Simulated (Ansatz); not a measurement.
`[Cl][GaH][Br]` + H₂O → `[OH][GaH][Cl]` + HBr  (formal hydrolysis of a Ga–Br bond)

Isolated molecules relaxed with PBE0-D4/def2-TZVP in Ansatz; ΔE leaves out vibrations. CBS: MP2 limit from def2 TZ/QZ plus the TZ coupled-cluster correction, frozen cores. This one scheme is used for every species. Functionals use def2-TZVPP. For Br, Ga outer-core shells are correlated without core-valence functions, which leaves a few kJ/mol of doubt a bond. Scalar relativity is left out up to krypton. Each species was taken in one conformer, which may not be the lowest.

(1) Is it downhill or uphill in electronic energy at CCSD(T)/CBS, and by how much? (An estimate is asked.)

(2) What do these levels give: PBE-D4, BLYP-D4, PBE0-D4, r2SCANh-D4, r2SCAN0-D4, BHLYP-D4, ωB97M-V, BLYP, PBE0, BHLYP, CCSD(T)/def2-SVP, MP2/def2-TZVPP? (Estimate.)

Largest T1 diagnostic among the species: 0.013.

## Answers

(1) Computed: Uphill: ΔE = +65.0 kJ/mol.

(2) The calculation gave: PBE-D4 62.3, BLYP-D4 56.7, PBE0-D4 69.4, r2SCANh-D4 64.7, r2SCAN0-D4 68.4, BHLYP-D4 70.5, ωB97M-V 63.4, BLYP 54.1, PBE0 67.9, BHLYP 66.1, CCSD(T)/def2-SVP 51.3, MP2/def2-TZVPP 62.1 kJ/mol.

In def2-TZVPP, CCSD(T) changes the Hartree–Fock value by −12.9 kJ/mol (the triples alone add −1.3 kJ/mol) and MP2 by −10.8 kJ/mol. At CCSD(T), def2-SVP lies −13.7 kJ/mol from the extrapolated value and def2-TZVPP −5.1 kJ/mol.
